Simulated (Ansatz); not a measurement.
The first iterations of a band of FGeH₃ (5 atoms, charge 0, multiplicity 1).

Computed with RKS r2SCAN/def2-SVP (Ansatz).

```json
{
  "movable images": "9",
  "climbing image": "yes",
  "spring": "5.0 eV/Å²",
  "optimiser": "lbfgs",
  "start path": "through a guess of the saddle point",
  "force threshold": "0.05 eV/Å",
  "iteration limit": "60",
  "end points": "relaxed",
  "largest step": "0.5 Å"
}
```

First end point:

```xyz
5
Properties=species:S:1:pos:R:3
Ge 0.260 0.000 0.099
F 0.331 0.000 1.843
H 1.709 0.000 -0.398
H -0.492 1.272 -0.307
H -0.492 -1.272 -0.307
```

Last end point:

```xyz
5
Properties=species:S:1:pos:R:3
Ge -0.005 0.000 -0.787
F 1.158 0.000 1.207
H 2.033 0.000 0.888
H -0.935 1.139 -0.188
H -0.935 -1.139 -0.188
```

| iteration | highest image above the first end (eV) | largest band force component (eV/Å) |
| --- | --- | --- |
| 1 | 3.723 | 3.780 |
| 2 | 3.194 | 3.012 |
| 3 | 2.750 | 2.579 |
| 4 | 2.683 | 3.797 |
| 5 | 2.666 | 1.983 |
| 6 | 2.659 | 1.223 |
| 7 | 2.638 | 1.874 |
| 8 | 2.635 | 1.075 |

Task: Does the band converge within its limit, and where does its top end?

Result: The run converged. It ended after 26 iterations with the highest image 2.608 eV above the first end. Another band between the same ends (9 images) ends at a top of the same energy, where a vibrational analysis finds 1 clearly imaginary mode. The orbitals stay closed-shell, which can raise the energy where a bond breaks towards radicals; this wasn't checked here.

Time of the run: 8.3 min on 1 thread of Intel(R) Xeon(R) Platinum 8175M CPU @ 2.50GHz (Skylake/Cascade Lake), with other jobs on the host, peak memory 0.12 GiB.
